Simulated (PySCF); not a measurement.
Simulation results for CH3ClSi, CH6BNSi, FH3OSi2, CH3AlO2 and others

Calculation on a computer-drawn molecule: optimised geometry and harmonic frequencies of an isolated molecule of the commonest isotopes, restricted reference for singlets and unrestricted otherwise, frozen core in MP2. Program: PySCF 2.14.0.

Common to all runs: multiplicity 1.

(1) CH3ClSi

Start structure:
```xyz
6
CH3ClSi
C     -0.3228     0.9587     3.3555
Si     1.0766     1.8875     3.4412
Cl     1.1148     3.8568     3.9727
H     -1.3107     1.3494     3.6158
H     -0.3631    -0.1339     3.1493
H      2.4758     1.5360     3.2153
```

Settings of this run: charge 0, method HF and basis cc-pV(D+d)Z.

The calculation gives: rotational constants 28.96, 3.883, 3.424 GHz; total energy -788.0446 hartree; convergence status largest gradient component 1.631e-05 hartree/bohr.

Drawn bonds:
```tsv
atom	other atom	order
1	2	2
2	3	1
1	4	1
1	5	1
2	6	1
```

Optimised structure:
```xyz
6
CH3ClSi
C     -0.3283     0.9664     3.3949
Si     1.0664     1.8996     3.4672
Cl     1.0879     3.8831     3.9671
H     -1.3177     1.3505     3.6083
H     -0.2633    -0.0811     3.1219
H      2.4255     1.4360     3.1904
```

Modes:
```tsv
frequency (cm⁻¹)	reduced mass (dalton)
234.8	3.173
405.5	1.44
556.5	9.139
663.7	1.05
709.1	1.281
830	1.17
930.1	1.178
1084	3.874
1486	1.239
2418	1.044
3303	1.057
3403	1.114
```

(2) CH6BNSi

Start structure:
```xyz
10
CH6BNSi
B     -2.1841     1.9541     0.3121
N     -1.9763     1.1430     1.3704
Si    -0.6282    -0.0852     1.5630
C      1.0231     0.2266     0.9965
H     -1.5042     1.8991    -0.6805
H     -3.0508     2.6962     0.4158
H     -2.5543     1.2212     2.1992
H     -1.2690    -1.1732     2.2464
H      1.2772     1.0952     0.5004
H      1.7957    -0.5261     1.0923
```

Settings of this run: charge 0, method HF and basis cc-pV(D+d)Z.

The calculation gives: rotational constants 14.33, 3.907, 3.07 GHz; total energy -409.4336 hartree; convergence status largest gradient component 3.425e-05 hartree/bohr.

Drawn bonds:
```tsv
atom	other atom	order
1	2	1
2	3	1
3	4	2
1	5	1
1	6	1
2	7	1
3	8	1
4	9	1
4	10	1
```

Optimised structure:
```xyz
10
CH6BNSi
B     -2.1283     2.0790     0.3830
N     -1.9925     1.0174     1.3057
Si    -0.6051     0.0397     1.6168
C      0.9085     0.1303     0.8869
H     -1.1954     2.3906    -0.3021
H     -3.1782     2.6548     0.2984
H     -2.8055     0.8001     1.8525
H     -0.9399    -0.9372     2.6618
H      1.1826     0.8388     0.1158
H      1.6829    -0.5626     1.1967
```

Modes:
```tsv
frequency (cm⁻¹)	reduced mass (dalton)
79.55	1.733
190.6	2.612
298.9	1.281
360.6	2.527
456.1	1.631
667.9	1.085
716.9	1.579
741.6	2.39
802	1.144
813.5	1.075
948.2	1.204
1012	1.524
1102	1.364
1119	3.053
1217	1.679
1363	1.303
1473	1.933
1490	1.241
2383	1.042
2677	1.054
2751	1.131
3302	1.057
3398	1.113
3796	1.075
```

(3) FH3OSi2

Start structure:
```xyz
7
FH3OSi2
O     -1.1328    -1.3275     0.0936
Si    -0.4872    -0.2264     0.8843
Si     1.7398    -0.4535     1.6424
F      2.1228     0.8892     2.4634
H     -1.1633     1.0410     1.2393
H      1.8614    -1.6046     2.5514
H      2.6622    -0.5797     0.5023
```

Settings of this run: charge 0, method MP2 and basis cc-pV(D+d)Z.

Results for FH3OSi2: rotational constants 14.48, 2.008, 1.801 GHz; total energy -754.5284 hartree; convergence status largest gradient component 1.32e-05 hartree/bohr.

Drawn bonds:
```tsv
atom	other atom	order
1	2	2
2	3	1
3	4	1
2	5	1
3	6	1
3	7	1
```

Optimised structure:
```xyz
7
FH3OSi2
O     -1.1496    -1.3597     0.0707
Si    -0.4840    -0.2229     0.8872
Si     1.7392    -0.4411     1.6480
F      2.1503     0.9080     2.4830
H     -1.1662     1.0513     1.2442
H      1.8565    -1.6096     2.5442
H      2.6567    -0.5875     0.4995
```

Modes:
```tsv
frequency (cm⁻¹)	reduced mass (dalton)
28.49	4.543
118	7.49
226.6	16.1
401.6	1.151
462.1	7.776
570	1.398
741.6	1.098
812	1.153
839.4	3.897
929.8	1.384
970.5	1.076
1135	15.19
2247	1.044
2303	1.03
2315	1.054
```

(4) CH3AlO2

Start structure:
```xyz
7
CH3AlO2
C     -0.8825     0.8919     1.6113
O     -0.0274     0.6941     0.4295
Al     0.9407     0.5690    -0.7838
O      1.9161     0.3867    -2.0851
H     -0.4256     0.4914     2.4335
H     -1.8467     0.3079     1.3404
H     -1.1116     1.9074     1.7547
```

It was run with charge 0, method HF and basis cc-pV(D+d)Z.

It finds rotational constants 159.3, 2.562, 2.562 GHz; total energy -431.2773 hartree; convergence status largest gradient component 1.719e-05 hartree/bohr.

Drawn bonds:
```tsv
atom	other atom	order
1	2	1
2	3	1
3	4	2
1	5	1
1	6	1
1	7	1
```

Optimised structure:
```xyz
7
CH3AlO2
C     -0.8918     0.8647     1.5574
O     -0.0421     0.7231     0.4615
Al     0.9471     0.5570    -0.8154
O      1.9063     0.3961    -2.0535
H     -0.4184     0.4576     2.4508
H     -1.8249     0.3310     1.3766
H     -1.1132     1.9190     1.7231
```

Modes:
```tsv
frequency (cm⁻¹)	reduced mass (dalton)
62.35	4.265
62.44	4.266
249	18.09
249	18.09
638.2	6.577
1178	13.81
1281	1.258
1281	1.258
1413	14.02
1602	1.045
1602	1.045
1605	1.152
3193	1.03
3277	1.108
3278	1.108
```

(5) H3OSi

Start structure:
```xyz
5
H3OSi
O     -0.1824     1.9134    -0.5264
Si    -0.5348     1.9149     0.9909
H     -1.6700     2.8335     1.4247
H      0.5766     2.3293     1.9469
H     -0.9724     0.5838     1.5888
```

It was run with charge -1, method MP2 and basis aug-cc-pV(D+d)Z.

It finds rotational constants 90, 15.07, 15.07 GHz; total energy -365.9189 hartree; convergence status largest gradient component 1.54e-05 hartree/bohr.

Drawn bonds:
```tsv
atom	other atom	order
1	2	1
2	3	1
2	4	1
2	5	1
```

Optimised structure:
```xyz
5
H3OSi
O     -0.1732     1.9134    -0.5661
Si    -0.5359     1.9149     0.9959
H     -1.6725     2.8332     1.4363
H      0.5736     2.3292     1.9584
H     -0.9750     0.5842     1.6004
```

Modes:
```tsv
frequency (cm⁻¹)	reduced mass (dalton)
722.2	1.239
722.3	1.239
962.1	2.87
979.3	1.051
979.4	1.051
1058	1.535
1985	1.045
1985	1.045
2067	1.024
```

(6) CH6B2

Start structure:
```xyz
9
CH6B2
B      0.6524    -0.3470    -0.8830
B      2.0988     0.2006    -0.3317
C      2.3779     0.9299     1.0114
H      0.1626    -1.4464    -0.6373
H     -0.0303     0.3483    -1.5301
H      3.0630    -0.0048    -0.9624
H      2.8453     1.8980     0.8732
H      1.4419     1.0783     1.5886
H      3.0698     0.3470     1.6412
```

Here we set charge 0, method HF and basis cc-pVDZ.

The calculation gives: rotational constants 38.64, 7.14, 6.601 GHz; total energy -90.6899 hartree; convergence status largest gradient component 1.509e-05 hartree/bohr.

Drawn bonds:
```tsv
atom	other atom	order
1	2	1
2	3	1
1	4	1
1	5	1
2	6	1
3	7	1
3	8	1
3	9	1
```

Optimised structure:
```xyz
9
CH6B2
B      0.6178    -0.3504    -0.8955
B      2.1115     0.1848    -0.3209
C      2.3585     0.9333     1.0530
H      0.1991    -1.4528    -0.6486
H     -0.0842     0.3450    -1.5846
H      3.0875    -0.0174    -1.0073
H      2.8592     1.8901     0.8622
H      1.4684     1.1239     1.6557
H      3.0635     0.3474     1.6560
```

Modes:
```tsv
frequency (cm⁻¹)	reduced mass (dalton)
30.4	1.121
228.1	2.351
319.8	1.081
478.8	1.119
735.2	1.142
744.8	2.628
801.5	1.09
1008	1.843
1012	1.859
1092	1.824
1208	1.354
1295	1.516
1424	1.276
1553	1.075
1566	1.053
2623	1.083
2652	1.065
2707	1.119
3150	1.04
3207	1.095
3244	1.101
```

(7) CH5BOSi

Start structure:
```xyz
9
CH5BOSi
B     -0.9070     0.7592    -1.2717
C     -1.2654    -0.5354    -1.0455
O     -1.9316    -1.1603    -0.0328
Si    -2.5652    -0.6226     1.3582
H     -0.4468     1.8195    -1.4637
H     -0.9925    -1.2572    -1.8862
H     -3.5698     0.4162     1.1014
H     -1.4909    -0.0545     2.1479
H     -3.0471    -1.8596     1.8599
```

Settings of this run: charge 0, method HF and basis cc-pV(D+d)Z.

The calculation gives: rotational constants 25.24, 3.028, 2.976 GHz; total energy -429.2046 hartree; convergence status largest gradient component 1.729e-05 hartree/bohr.

Drawn bonds:
```tsv
atom	other atom	order
1	2	2
2	3	1
3	4	1
1	5	1
2	6	1
4	7	1
4	8	1
4	9	1
```

Optimised structure:
```xyz
9
CH5BOSi
B     -1.0880     0.7496    -1.7775
C     -1.0824    -0.2709    -0.8264
O     -2.1793    -0.8790    -0.2650
Si    -2.5898    -0.7715     1.3355
H     -1.0097     1.5898    -2.5947
H     -0.1159    -0.6619    -0.5075
H     -2.9670     0.6145     1.6879
H     -1.4503    -1.1864     2.1848
H     -3.7341    -1.6790     1.5304
```

Modes:
```tsv
frequency (cm⁻¹)	reduced mass (dalton)
38.55	2.659
127.1	1.266
228.7	2.718
309.3	2.546
650.8	1.305
729.1	2.578
768.8	1.211
788.4	1.293
831.3	1.688
900.2	2.24
1026	1.055
1040	1.063
1058	1.155
1169	3.907
1317	1.372
1674	4.147
2309	1.049
2323	1.035
2354	1.036
2948	1.133
3263	1.084
```

(8) BH5N2Si

Start structure:
```xyz
9
BH5N2Si
B      1.1314    -2.1428    -1.9893
N      0.7362    -1.2712    -0.9338
Si     0.2479    -0.4679     0.3287
N     -0.8393     0.7699     0.2949
H      0.4676    -3.0199    -2.2468
H      2.1199    -1.9791    -2.5503
H      0.6604    -0.6454     1.7428
H     -1.2385     1.1456    -0.5929
H     -0.9662     1.4913     0.9794
```

It was run with charge 0, method HF and basis cc-pV(D+d)Z.

Drawn bonds:
```tsv
atom	other atom	order
1	2	1
2	3	2
3	4	1
1	5	1
1	6	1
3	7	1
4	8	1
4	9	1
```

## Withheld values
1. Give the missing total energy for BH5N2Si (entry 8).
2. BH5N2Si (entry 8): rotational constants?

Answers
1. -425.4717 hartree
2. 25.14, 3.192, 2.903 GHz

Further results for BH5N2Si (entry 8):

* convergence status largest gradient component: 4.689e-05 hartree/bohr

Optimised structure:
```xyz
9
BH5N2Si
B      1.1093    -2.1409    -1.9374
N      0.7017    -1.3437    -0.8794
Si     0.2524    -0.4552     0.3081
N     -0.7740     0.8636     0.2369
H      0.4776    -3.1235    -2.2554
H      2.1062    -1.8732    -2.5700
H      0.6671    -0.6409     1.7011
H     -1.1912     1.1923    -0.6121
H     -1.0297     1.4020     1.0408
```

Modes:
```tsv
frequency (cm⁻¹)	reduced mass (dalton)
110.4	3.555
182.9	2.658
264	1.145
330.4	3.711
348.7	1.108
446.5	1.367
664.4	1.145
775	1.84
840.7	1.861
964.2	1.852
1016	1.358
1060	2.076
1106	1.36
1341	1.211
1661	3.825
1677	1.413
2400	1.043
2597	1.052
2634	1.125
3794	1.05
3900	1.098
```
